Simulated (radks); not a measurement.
The sulfur anion S- inside a hard spherical wall (all orbitals vanish at R), configuration held at [Ne] 3s2 3p5 and not refilled when levels cross. Calculated with a radial shooting solver on a logarithmic mesh with Libxc functionals: scalar-relativistic Kohn-Sham, LDA (Slater exchange, Perdew-Wang correlation), spin-polarised, spherical densities, finite nucleus; open shells are filled with parallel spins first; Fermi nuclear charge, rms radius 3.2611 fm. Eigenvalues in eV for spin up, with the zero of energy where the potential of the charges vanishes at infinity; a dash marks a level that is unbound or too diffuse for the functional's potential to be trusted. A positive occupied level is held by the wall or, in an anion where self-interaction has pushed it up, behind a barrier. The pressure on the wall is -dE/dV.

| R (bohr) | E (hartree) | kinetic (hartree) | e(2s) | e(2p) | e(3s) | e(3p) | e(4s, empty) | e(3d, empty) | pressure (GPa) |
|---|---|---|---|---|---|---|---|---|---|
| 6 | -397.90500 | 399.320 | -199.92 | -145.64 | -7.713 | 1.976 | 10.711 | 12.330 | 2.82 |
| 5 | -397.82289 | 399.681 | -197.64 | -143.35 | -6.116 | 3.677 | 16.699 | 15.726 | 13.3 |
| 3.5 | -397.11611 | 402.354 | -186.73 | -132.32 | 1.443 | 12.283 | 44.940 | 28.199 | 224 |
| 3 | -396.21196 | 405.326 | -177.83 | -123.28 | 8.328 | 20.192 | 70.020 | 37.925 | 693 |
| 2.5 | -394.06273 | 411.633 | -162.97 | -108.11 | 22.009 | 35.586 | 117.60 | 54.978 | 2470 |
| 1.5 | -370.42140 | 467.706 | -89.465 | -31.436 | 145.07 | 161.70 | 469.99 | 162.19 | 66700 |
